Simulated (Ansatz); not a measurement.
Gas-phase reaction R1 → P1 + P2, each structure at its B3LYP-D3(BJ)/def2-TZVP stationary point, reached from a drawn start (curvature not checked).
R1: CH3Cl3Si (SMILES C[Si](Cl)(Cl)Cl), charge 0, multiplicity 1.
P1, CH3 (SMILES [CH3]) (charge 0, multiplicity 2):
```xyz
4

C      0.000     0.000     0.000
H      1.068    -0.147     0.029
H     -0.661    -0.852    -0.043
H     -0.407     0.999     0.013
```
P2: Cl3Si (SMILES Cl[Si](Cl)Cl), charge 0, multiplicity 2.

P less R. No zero-point or thermal terms; singlets are restricted closed shells; open shells are unrestricted.

Cores are frozen in the correlated methods.

Run with Ansatz (an electronic-structure program). Each number belongs to the level named beside it.

Total energies in hartree:

```csv
structure,PBE/def2-TZVPP,B3LYP/def2-TZVPP,CCSD(T)/cc-pV(T+d)Z
R1,-1709.481212,-1710.313906,-1708.283908
P1,-39.788963,-39.859898,-39.760977
P2,-1669.547117,-1670.312531,-1668.369622
```

Task: Work out the reaction energy at each level in kcal/mol (1 hartree = 627.50947 kcal/mol), and say how far PBE/def2-TZVPP lies from CCSD(T)/cc-pV(T+d)Z.

Result: 
- PBE/def2-TZVPP: (-39.788963) + (-1669.547117) − (-1709.481212) = 0.145132 hartree = 91.07 kcal/mol
- B3LYP/def2-TZVPP: (-39.859898) + (-1670.312531) − (-1710.313906) = 0.141477 hartree = 88.78 kcal/mol
- CCSD(T)/cc-pV(T+d)Z: (-39.760977) + (-1668.369622) − (-1708.283908) = 0.153309 hartree = 96.20 kcal/mol
PBE/def2-TZVPP less CCSD(T)/cc-pV(T+d)Z: -5.13 kcal/mol. CCSD(T)/cc-pV(T+d)Z is the level counted from, the highest shown, and no exact or measured value.
